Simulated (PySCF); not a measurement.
# Atomic charges against the basis set

Species: Cl2H4Si2.
Atom-mapped SMILES: `[SiH3:1][SiH:2]([Cl:3])[Cl:4]` (hydrogens: H5, H6, H7 on Si1; H8 on Si2)

PBE0 throughout (PySCF), one geometry, spherical d and f functions. Isolated species at its PBE0-D3(BJ)/def2-SVP geometry, gas phase. Atoms taken as equivalent share a column and are averaged.

Mulliken charges (e):

```json
{"basis": "STO-3G", "functions": "40", "Si1": "+0.384", "Si2": "+0.609", "Cl3/Cl4": "-0.324", "H5/H6/H7": "-0.092", "H8": "-0.070"}
{"basis": "6-31G", "functions": "60", "Si1": "+0.316", "Si2": "+0.431", "Cl3/Cl4": "-0.253", "H5/H6/H7": "-0.064", "H8": "-0.049"}
{"basis": "pcSseg-0", "functions": "60", "Si1": "+0.075", "Si2": "+0.544", "Cl3/Cl4": "-0.340", "H5/H6/H7": "+0.010", "H8": "+0.030"}
{"basis": "6-31G*", "functions": "80", "Si1": "+0.165", "Si2": "+0.413", "Cl3/Cl4": "-0.230", "H5/H6/H7": "-0.032", "H8": "-0.023"}
{"basis": "cc-pVDZ", "functions": "92", "Si1": "+0.094", "Si2": "+0.364", "Cl3/Cl4": "-0.205", "H5/H6/H7": "-0.014", "H8": "-0.006"}
{"basis": "def2-SVP", "functions": "92", "Si1": "+0.147", "Si2": "+0.489", "Cl3/Cl4": "-0.245", "H5/H6/H7": "-0.036", "H8": "-0.038"}
{"basis": "aug-cc-pVDZ", "functions": "144", "Si1": "-0.772", "Si2": "+0.493", "Cl3/Cl4": "-0.400", "H5/H6/H7": "+0.258", "H8": "+0.305"}
{"basis": "6-311+G(2d,p)", "functions": "164", "Si1": "+0.200", "Si2": "+0.190", "Cl3/Cl4": "-0.140", "H5/H6/H7": "-0.029", "H8": "-0.021"}
{"basis": "def2-TZVP", "functions": "172", "Si1": "+0.016", "Si2": "+0.415", "Cl3/Cl4": "-0.222", "H5/H6/H7": "+0.004", "H8": "+0.001"}
{"basis": "cc-pVTZ", "functions": "192", "Si1": "+0.057", "Si2": "+0.382", "Cl3/Cl4": "-0.206", "H5/H6/H7": "-0.005", "H8": "-0.014"}
{"basis": "IGLO-III", "functions": "216", "Si1": "+0.480", "Si2": "+0.849", "Cl3/Cl4": "-0.374", "H5/H6/H7": "-0.139", "H8": "-0.163"}
```

IAO charges (e):

```csv
basis,functions,Si1,Si2,Cl3/Cl4,H5/H6/H7,H8
STO-3G,40,+0.413,+0.531,-0.278,-0.104,-0.077
6-31G,60,+0.174,+0.533,-0.268,-0.040,-0.051
pcSseg-0,60,+0.115,+0.513,-0.255,-0.024,-0.045
6-31G*,80,+0.268,+0.663,-0.299,-0.079,-0.097
cc-pVDZ,92,+0.263,+0.670,-0.299,-0.079,-0.098
def2-SVP,92,+0.270,+0.673,-0.294,-0.083,-0.106
aug-cc-pVDZ,144,+0.266,+0.676,-0.304,-0.079,-0.097
"6-311+G(2d,p)",164,+0.289,+0.690,-0.307,-0.087,-0.105
def2-TZVP,172,+0.291,+0.705,-0.310,-0.089,-0.110
cc-pVTZ,192,+0.279,+0.697,-0.308,-0.085,-0.106
IGLO-III,216,+0.291,+0.692,-0.304,-0.089,-0.107
```

Hirshfeld charges (e):

```json
{"basis": "STO-3G", "functions": "40", "Si1": "+0.285", "Si2": "+0.501", "Cl3/Cl4": "-0.268", "H5/H6/H7": "-0.065", "H8": "-0.053"}
{"basis": "6-31G", "functions": "60", "Si1": "+0.201", "Si2": "+0.275", "Cl3/Cl4": "-0.141", "H5/H6/H7": "-0.049", "H8": "-0.047"}
{"basis": "pcSseg-0", "functions": "60", "Si1": "+0.212", "Si2": "+0.302", "Cl3/Cl4": "-0.146", "H5/H6/H7": "-0.055", "H8": "-0.058"}
{"basis": "6-31G*", "functions": "80", "Si1": "+0.206", "Si2": "+0.269", "Cl3/Cl4": "-0.128", "H5/H6/H7": "-0.055", "H8": "-0.054"}
{"basis": "cc-pVDZ", "functions": "92", "Si1": "+0.216", "Si2": "+0.270", "Cl3/Cl4": "-0.119", "H5/H6/H7": "-0.061", "H8": "-0.064"}
{"basis": "def2-SVP", "functions": "92", "Si1": "+0.220", "Si2": "+0.268", "Cl3/Cl4": "-0.112", "H5/H6/H7": "-0.064", "H8": "-0.070"}
{"basis": "aug-cc-pVDZ", "functions": "144", "Si1": "+0.212", "Si2": "+0.269", "Cl3/Cl4": "-0.117", "H5/H6/H7": "-0.061", "H8": "-0.063"}
{"basis": "6-311+G(2d,p)", "functions": "164", "Si1": "+0.217", "Si2": "+0.263", "Cl3/Cl4": "-0.116", "H5/H6/H7": "-0.062", "H8": "-0.062"}
{"basis": "def2-TZVP", "functions": "172", "Si1": "+0.212", "Si2": "+0.263", "Cl3/Cl4": "-0.113", "H5/H6/H7": "-0.062", "H8": "-0.064"}
{"basis": "cc-pVTZ", "functions": "192", "Si1": "+0.212", "Si2": "+0.266", "Cl3/Cl4": "-0.116", "H5/H6/H7": "-0.061", "H8": "-0.063"}
{"basis": "IGLO-III", "functions": "216", "Si1": "+0.210", "Si2": "+0.261", "Cl3/Cl4": "-0.110", "H5/H6/H7": "-0.062", "H8": "-0.066"}
```

Some averages cover members that differ in this geometry, most widely: H5/H6/H7, Mulliken in aug-cc-pVDZ +0.247 to +0.279 e.

Task: Which scheme is steadiest as the basis changes?

Result: Largest range over the bases for any column: Hirshfeld 0.24 e, IAO 0.30 e, Mulliken 1.25 e. Hirshfeld charges move least and Mulliken charges most, counted in e. Without the minimal STO-3G basis the ranges are Hirshfeld 0.04, IAO 0.19, Mulliken 1.25 e.

Task: How much do the charges still move between the two largest bases, cc-pVTZ and IGLO-III?

Result: At most, over all atoms: Mulliken 0.467 e, IAO 0.012 e, Hirshfeld 0.007 e.

Task: What do the same runs give for the total energy, the frontier levels and the dipole moment?

Result: 
```
        basis  energy (Eh)  HOMO (eV)  LUMO (eV)  μ (D)
       STO-3G   -1484.6624      -6.37       3.02   3.39
        6-31G   -1501.1463      -8.55      -0.70   2.90
     pcSseg-0   -1499.5553      -8.71      -0.83   2.79
       6-31G*   -1501.2543      -8.36      -0.51   2.05
      cc-pVDZ   -1501.3369      -8.26      -0.41   1.74
     def2-SVP   -1500.8591      -8.24      -0.33   1.59
  aug-cc-pVDZ   -1501.3454      -8.32      -0.74   1.71
6-311+G(2d,p)   -1501.3791      -8.34      -0.79   1.67
    def2-TZVP   -1501.3845      -8.30      -0.62   1.55
      cc-pVTZ   -1501.4021      -8.30      -0.58   1.60
     IGLO-III   -1501.3692      -8.24      -0.51   1.41
```

The dipole is fixed by the density alone, so its range of 1.98 D shows that the density itself changes with the basis, not only its division among atoms.
